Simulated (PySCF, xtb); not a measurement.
C₂H₉NOSi, SMILES N([SiH2]O)(C)C.

GFN2-xTB in xtb at its own geometry gives an orbital gap of 5.42 eV and a dipole moment of 1.56 D.

Geometry optimised at r2SCAN-D4/def2-SVP. One conformer was computed; it need not be the lowest.

### Question
What does HF/def2-TZVP in PySCF give? (The exact figures need the calculation; the answer reports its results.)

### Answer
gap 13.23 eV (levels -9.73 and 3.50 eV), dipole 2.06 D.
